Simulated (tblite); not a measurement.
Compound: C₄H₇F₃OSi₂.
Atom-mapped SMILES: `[CH:1]#[C:2][SiH2:3][C@H:4]([SiH3:5])[O:6][C:7]([F:8])([F:9])[F:10]` (hydrogens: H11 on C1; H12, H13 on Si3; H14 on C4; H15, H16, H17 on Si5)

Computed geometry: GFN2-xTB, gas phase.

Problem. What internal coordinates does the optimisation give?

Solution. 
| bond | length (bohr) |
| --- | --- |
| C1≡C2 | 2.274 |
| C2–Si3 | 3.489 |
| Si3–C4 | 3.632 |
| C4–Si5 | 3.616 |
| C4–O6 | 2.797 |
| O6–C7 | 2.454 |
| C7–F8 | 2.518 |
| C7–F9, C7–F10 | 2.557 |
| C1–H11 | 1.989 |
| Si3–H12 | 2.763 |
| Si3–H13 | 2.771 |
| C4–H14 | 2.064 |
| Si5–H15, Si5–H16, Si5–H17 | 2.762 |

Bonds in one row agree within 0.02 bohr and their mean is given. A selection of angles:
| angle | degrees |
| --- | --- |
| C2–C1–H11 | 179.4 |
| C1–C2–Si3 | 176.9 |
| C2–Si3–C4 | 106.6 |
| C2–Si3–H12 | 110.1 |
| C2–Si3–H13 | 110.2 |
| C4–Si3–H12 | 108.2 |
| C4–Si3–H13 | 107.7 |
| H12–Si3–H13 | 113.7 |
| Si3–C4–Si5 | 119.0 |
| Si3–C4–O6 | 104.2 |
| Si3–C4–H14 | 109.0 |
| Si5–C4–O6 | 106.1 |
| Si5–C4–H14 | 110.0 |
| O6–C4–H14 | 107.9 |
| C4–Si5–H15 | 107.0 |
| C4–Si5–H16 | 106.2 |
| C4–Si5–H17 | 109.6 |
| H15–Si5–H16 | 111.9 |
| C4–O6–C7 | 115.2 |
| O6–C7–F8 | 110.3 |
| O6–C7–F9 | 114.7 |
| F8–C7–F9 | 106.3 |
| F9–C7–F10 | 104.2 |

Dihedral angles: C2–Si3–C4–Si5 180° (antiperiplanar); Si3–C4–O6–C7 -129° (anticlinal); C4–O6–C7–F8 -179° (antiperiplanar).

O6 (ether oxygen) is bent (angle 115.2°). Si3 (SiH2 silicon) is distorted tetrahedral (angles from 106.6° to 113.7°). The C–F distances run from 1.332 Å (C7–F8, drawn single) to 1.355 Å (C7–F10, drawn single), a spread of 0.023 Å. The C–Si distances run from 1.846 Å (C2–Si3, drawn single) to 1.922 Å (Si3–C4, drawn single), a spread of 0.076 Å. Si5 (SiH3 silicon) is tetrahedral (angles from 106.2° to 111.9°). Of the pairs four or more bonds apart, F9···H14 is among the closest relative to their van der Waals radii: 2.42 Å, 91 % of the sum of Bondi's values. The C–O distances run from 1.299 Å (O6–C7, drawn single) to 1.480 Å (C4–O6, drawn single), a spread of 0.181 Å.

Point group: C1 (no symmetry element, even within 0.4 Å). Its GFN2-xTB frequencies are all real (lowest 28 cm⁻¹). One conformer, not necessarily the lowest.
